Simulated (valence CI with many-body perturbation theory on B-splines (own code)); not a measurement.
# Run record, Te13+

Computed by relativistic CI+MBPT: three valence electrons over a frozen Dirac-Fock core [Kr], a basis of 7 s, 7 p, 8 d, 6 f, 4 g, 1 h functions for each j, with the one-electron correlation potential Σ1 (screened to all orders), the two-electron term Σ2, the three-electron term Σ3, Breit, model QED; selected single and double excitations, second order for the rest, scaled by the run's own slope (own B-spline code, finite nucleus).

Command, and the settings that its task file holds:

```sh
python run_cv.py task.json out
```

```
atom Te  Z=52  mass_number=130  rms_radius_fm=4.7423
core [Kr]
valence 4d3
avg = 1
basis = M
beyond = 1
breit = 1
cap = 32000
capref = 2200
cscale = 1
de = 0.0
dress = 0
eps = 2e-08
extrap = 1
h = 0.27
hh = 1
l2 = 3
lcore = 6
maxit = 60
n2 = 5
natural = 1
nlev = 190
nno = [4, 4, 5, 4, 3, 1]
nroot = 40
nsp = [3, 3, 3, 2, 1, 0]
pt2 = 1
qed = 1
rpa = 1
s1 = 1
s2 = 1
s3 = 1
screen = 1
tol = 2e-05
whole = 1
```

It took 63 s on 1 thread of Intel(R) Xeon(R) Processor @ 2.30GHz (shared host).

Log. The first blocks belong to the next ion, which gives the ionisation energy. Fields: 2J, parity (1 odd), roots, reference size, generating configurations, candidates as configurations/state functions, variational space P, stored matrix elements, Davidson steps; e2 is the range of second-order energies in hartree. The first line gives the box (bohr), its intervals, the orbitals and the steps of their self-consistent field. Window is the range of levels sought, series limit the energy at which the first omitted orbital would enter, core excitation an estimate of the first excitation out of the core, left out the lowest levels not solved, and shifts from estimates the range by which levels moved from their first estimate, all in cm⁻¹.

```
rmax 10.7 intervals 62 orbitals 59 references ['4d3', '4d2 5s', '4d2 4f', '4d2 5p'] scf 5 t 1.5
2J=4 par=0 roots 2 ref 45 generators 4 cand 547/547 P 592/592 nnz 0 it 0
2J=4 par=0 roots 2 ref 45 generators 8 cand 61/61 P 653/653 nnz 0 it 0
   second order: generators 13 cand 29/29 e2 -0.00000 -0.00000
2J=6 par=0 roots 2 ref 37 generators 4 cand 528/528 P 565/565 nnz 0 it 0
2J=6 par=0 roots 2 ref 37 generators 12 cand 32/32 P 597/597 nnz 0 it 0
   second order: generators 20 cand 50/50 e2 -0.00000 -0.00000
2J=8 par=0 roots 2 ref 30 generators 2 cand 498/498 P 528/528 nnz 0 it 0
2J=8 par=0 roots 2 ref 30 generators 7 cand 22/22 P 550/550 nnz 0 it 0
   second order: generators 11 cand 22/22 e2 -0.00000 -0.00000
reference levels 1467, estimated 228, window 896415 1/cm; series limit 1743363, core excitation 590183
2J=3 par=0 roots 10 ref 135 generators 20 cand 1534/3435 P 2539/6063 nnz 5.8e+06 it 6
2J=3 par=0 roots 10 ref 135 generators 37 cand 834/2095 P 3373/8158 nnz 8.7e+06 it 5
   second order: generators 58 cand 7875/18464 e2 -0.00003 -0.00000
2J=5 par=0 roots 10 ref 159 generators 15 cand 1442/3743 P 2289/6395 nnz 7.1e+06 it 6
2J=5 par=0 roots 10 ref 159 generators 36 cand 991/2880 P 3280/9275 nnz 1.2e+07 it 6
   second order: generators 55 cand 9006/25054 e2 -0.00004 -0.00000
2J=7 par=0 roots 7 ref 147 generators 12 cand 1377/3763 P 2244/6395 nnz 7.1e+06 it 5
2J=7 par=0 roots 7 ref 147 generators 30 cand 859/2501 P 3103/8896 nnz 1.1e+07 it 7
   second order: generators 45 cand 8011/23448 e2 -0.00004 -0.00000
2J=9 par=0 roots 6 ref 120 generators 12 cand 1317/3358 P 2312/5954 nnz 6e+06 it 5
2J=9 par=0 roots 6 ref 120 generators 27 cand 519/1461 P 2831/7415 nnz 8.2e+06 it 6
   second order: generators 48 cand 7404/21900 e2 -0.00004 -0.00001
2J=1 par=0 roots 6 ref 78 generators 14 cand 737/1169 P 2364/3740 nnz 2.1e+06 it 4
2J=1 par=0 roots 6 ref 78 generators 31 cand 873/1428 P 3237/5168 nnz 3.3e+06 it 5
   second order: generators 49 cand 6594/10283 e2 -0.00002 -0.00001
2J=11 par=0 roots 2 ref 78 generators 6 cand 550/1482 P 1641/4049 nnz 3.1e+06 it 4
2J=11 par=0 roots 2 ref 78 generators 14 cand 325/900 P 1966/4949 nnz 4.2e+06 it 4
   second order: generators 25 cand 6280/17861 e2 -0.00002 -0.00001
2J=7 par=1 roots 24 ref 132 generators 15 cand 1264/3763 P 2038/6393 nnz 6.5e+06 it 9
...
2J=3 par=1 roots 22 ref 129 generators 43 cand 1797/4134 P 4305/10529 nnz 1.4e+07 it 10
   second order: generators 89 cand 8338/19535 e2 -0.00002 -0.00000
2J=5 par=1 roots 25 ref 145 generators 16 cand 1295/3752 P 2076/6383 nnz 6.4e+06 it 11
2J=5 par=1 roots 25 ref 145 generators 47 cand 2322/6321 P 4398/12704 nnz 2e+07 it 11
   second order: generators 89 cand 9652/26806 e2 -0.00002 -0.00000
2J=15 par=1 roots 2 ref 9 generators 2 cand 254/556 P 1278/2592 nnz 1.4e+06 it 3
2J=15 par=1 roots 2 ref 9 generators 4 cand 131/304 P 1409/2896 nnz 1.7e+06 it 4
   second order: generators 13 cand 3179/7975 e2 -0.00000 -0.00000
left out: unestimated 1392253, estimated 954854, shifts from estimates -22 to 55
operators 3.8
```

The Davidson iterations converged.

No measured spectrum was set against this ion. As an estimate, terms of the open shell hold to 2 to 4 % of their energy, and close levels can change places. Excitations out of the core, of the other parity, are not computed and may begin above about 58.5 eV (a cautious bound); beyond it only levels of the ground parity were kept, without lifetimes.

| Item | Value |
| --- | --- |
| Valence energy | -36.20079 hartree |
| Ionisation energy | 300.14 eV (NIST: 299 ± 3 eV (theoretical)) |
| Reference configurations for the orbitals | 4d3, 4d2 5s, 4d2 4f, 4d2 5p |
| Radial orbitals | 59 |
| Box radius | 10.67 bohr |
| Largest variational space | 12822 |
| Lowest levels | 4d3 4F_3/2 0.0000, 4d3 4F_5/2 1.021, 4d3 4F_7/2 1.946, 4d3 4F_9/2 2.663, 4d3 4P_3/2 3.138, 4d3 4P_1/2 3.503, 4d3 2G_7/2 4.488, 4d3 2H_9/2 4.628, 4d3 4P_5/2 4.843, 4d3 2D_3/2 [a] 5.562, 4d3 2P_1/2 5.932, 4d3 2H_11/2 6.292, 4d3 2D_5/2 [a] 6.888, 4d3 2G_9/2 7.014 eV |

Names give the largest LS component (configuration and term), which can be under half, so a name can repeat, a term be missing and a line seem to break the LS rules; names also repeat where a configuration has a term twice. Letters in brackets count levels of one name in rising energy.
